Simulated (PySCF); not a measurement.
C₃H₈OSi, SMILES O[SiH]1CCC1.

Geometry optimised at B3LYP-D3(BJ)/def2-SVP. The values are those of a single conformer.

Computed with PySCF with PBE/def2-TZVP.

The molecule is in vacuum.

The total energy is -483.57125 hartree and the highest occupied level is -6.43 eV. The lowest empty level is -0.35 eV and the orbital gap is 6.08 eV. The dipole moment comes out as 0.86 D and the quadrupole, principal values (traceless, Buckingham form, about the centre of nuclear charge) is -4.34, -2.00, 6.34 D·Å. The mean static polarisability is 64.5 bohr³ (9.55 Å³). The polarisability, principal values is 57.9, 62.2, 73.3 bohr³.
